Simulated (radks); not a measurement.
Q: Species: Ni I. Configuration: [Ar] 3d8 4s2. Calculated with a radial shooting solver on a logarithmic mesh with Libxc functionals: non-relativistic Kohn-Sham, PBE, spin-polarised, spherical densities, point nucleus; open shells are filled with parallel spins first. Some entries of the table are withheld. Estimate them.

| orbital | occ. | eigenvalue (eV) | <r> (bohr) | <1/r> (bohr^-1) |
|---|---|---|---|---|
| 1s down | 1 | -8122.048 | 0.05483 | 27.51 |
| 1s up | 1 | -8122.048 | 0.05483 | 27.51 |
| 2s up | 1 | -963.2294 | 0.2484 | 5.948 |
| 2s down | 1 | -962.0805 | 0.2482 | 5.952 |
| 2p up | 3 | -840.7672 | 0.2167 | 5.907 |
| 2p down | 3 | -839.9173 | 0.2165 | 5.911 |
| 3s up | 1 | -109.0548 | 0.7491 | 1.888 |
| 3s down | 1 | -106.8019 | 0.7507 | 1.883 |
| 3p up | 3 | -71.6995 | 0.7815 | 1.761 |
| 3p down | 3 | -69.4843 | 0.7843 | 1.754 |
| 3d up | 5 | (1) | 0.9887 | 1.379 |
| 3d down | 3 | (2) | 1.026 | 1.350 |
| 4s up | 1 | -5.6818 | 2.815 | 0.4630 |
| 4s down | 1 | -5.3524 | 2.890 | 0.4496 |

A: 
(1) 3d up eigenvalue (eV): -10.1157
(2) 3d down eigenvalue (eV): -8.1278
